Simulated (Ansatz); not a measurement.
A nudged elastic band was laid between two geometries of CH₅ClSn (8 atoms, charge 0, multiplicity 1).

All numbers below come from RKS B3LYP-D4/def2-SVP in Ansatz 0.2.0.

```yaml
movable_images: 5
climbing_image: yes
spring: 5.0 eV/Å²
optimiser: quadratic models (default)
start_path: through a guess of the saddle point
force_threshold: 0.05 eV/Å
iteration_limit: 60
end_points: relaxed
```

First end point:

```xyz
8
Properties=species:S:1:pos:R:3
Sn 0.489 0.100 0.030
C 1.055 -0.043 2.106
H 0.151 -0.151 2.722
H 1.700 -0.921 2.247
H 1.599 0.864 2.409
H 1.837 0.158 -1.036
H -0.626 1.370 -0.283
Cl -0.662 -1.924 -0.479
```

Last end point:

```xyz
8
Properties=species:S:1:pos:R:3
Sn 0.087 -0.029 -1.148
C 1.512 -0.040 1.884
H 0.628 -0.685 1.777
H 2.252 -0.542 2.524
H 1.219 0.920 2.327
H 1.989 0.143 0.904
H -0.716 1.360 -0.338
Cl -1.428 -1.673 -0.215
```

Problem. What changes between the two ends?

Solution. Bonds broken: Sn1–C2, Sn1–H6. Bonds formed: C2–H6. CH5ClSn becomes CH4 + ClHSn.

Problem. What energy profile does the band end with?

Solution. It converged. The highest image is number 3 of 0 to 6, 2.36 eV above the first end and 2.68 eV above the last; the last end lies 0.32 eV below the first. Neighbouring images differ by up to 1.8 eV, so the band resolves the path poorly. A vibrational analysis at the climbing image gives one clearly imaginary mode, 1039i cm⁻¹: a first-order saddle point. The orbitals stay closed-shell, which can raise the energy where a bond breaks towards radicals; this wasn't checked here.

```
image  path coordinate (Å)  energy (eV)  Sn1–C2 (Å)  Sn1–H6 (Å)  C2–H6 (Å)
    0                 0.00         0.00        2.16        1.72       3.24
    1                 0.69         0.03        2.15        1.71       3.11
    2                 1.38         0.83        2.15        1.68       2.53
    3                 2.07         2.36        2.50        1.70       1.96
    4                 2.73         0.58        2.70        1.97       1.28
    5                 3.39        -0.30        3.22        2.53       1.11
    6                 4.05        -0.32        3.35        2.80       1.10
```

Problem. What is the geometry of the highest image?

Solution. 
```xyz
8
Properties=species:S:1:pos:R:3
Sn 0.403 0.105 -0.508
C 1.146 -0.005 1.875
H 0.224 -0.451 2.270
H 2.008 -0.652 2.079
H 1.314 1.023 2.217
H 1.974 -0.142 0.102
H -0.572 1.429 -0.024
Cl -0.953 -1.854 -0.296
```

Time of the run: 4.4 min on 1 thread of Arm Neoverse V1 (shared host), peak memory 0.17 GiB.
